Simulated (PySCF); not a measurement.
Spinor energies of Ho⁴⁸⁺ (holmium, charge +48)

Start: [Ar] 3d1; 3d5/2 filled at m_j = +5/2. Calculated with PySCF 2.14 in an uncontracted even-tempered set (15 s from 12 bohr⁻², ratio 2.8; 12 p from 16 bohr⁻², ratio 2.8; 8 d from 16 bohr⁻², ratio 2.8; 3 f from 48 bohr⁻², ratio 3): generalised Hartree-Fock with the X2C-1e Hamiltonian and a Gaussian nucleus; one run each with spin-orbit coupling (SO) screened by Boettger's factors, then bare. This is a chosen level, not necessarily the ground level.

```json
{"spinor shell": "1s1/2", "electrons": "2", "ε, screened SO (eV)": "-58999.5", "ε, bare SO (eV)": "-58999.0", "weight of nominal j (bare SO)": "1.000", "rms radius, bare SO (bohr)": "0.0236"}
{"spinor shell": "2s1/2", "electrons": "2", "ε, screened SO (eV)": "-12490.2", "ε, bare SO (eV)": "-12490.1", "weight of nominal j (bare SO)": "1.000", "rms radius, bare SO (bohr)": "0.0943"}
{"spinor shell": "2p1/2", "electrons": "2", "ε, screened SO (eV)": "-12037.9", "ε, bare SO (eV)": "-12059.8", "weight of nominal j (bare SO)": "1.000", "rms radius, bare SO (bohr)": "0.0802"}
{"spinor shell": "2p3/2", "electrons": "4", "ε, screened SO (eV)": "-11165.7", "ε, bare SO (eV)": "-11158.2", "weight of nominal j (bare SO)": "1.000", "rms radius, bare SO (bohr)": "0.0869"}
{"spinor shell": "3s1/2", "electrons": "2", "ε, screened SO (eV)": "-4757.2", "ε, bare SO (eV)": "-4757.2", "weight of nominal j (bare SO)": "1.000", "rms radius, bare SO (bohr)": "0.232"}
{"spinor shell": "3p1/2", "electrons": "2", "ε, screened SO (eV)": "-4571.0", "ε, bare SO (eV)": "-4576.4", "weight of nominal j (bare SO)": "1.000", "rms radius, bare SO (bohr)": "0.221"}
{"spinor shell": "3d5/2", "electrons": "1", "ε, screened SO (eV)": "-4086.3", "ε, bare SO (eV)": "-4082.9", "weight of nominal j (bare SO)": "1.000", "rms radius, bare SO (bohr)": "0.202"}
```

Problem. Where does 3p3/2 lie, and what is the 3p spin-orbit splitting (bare SO)?

Solution. At -4355.3 eV, 221.07 eV above 3p1/2.

| quantity | screened SO | bare SO |
| --- | --- | --- |
| E (hartree) | -10510.34839 | -10510.86759 |
| M_J | 5/2 | 5/2 |
| ⟨J²⟩ | 8.751 | 8.751 |
| ⟨L²⟩ | 6.036 | 6.039 |
| ⟨S²⟩ | 0.786 | 0.788 |

Each row is a mean over spinors that exchange with the open shell spreads, by up to 24.574 eV (3p3/2).

Breit and QED terms are absent; they matter most for the inner s and p1/2 levels.

Densities and radii are taken from the X2C orbitals without a picture-change correction, which distorts them close to the nucleus.
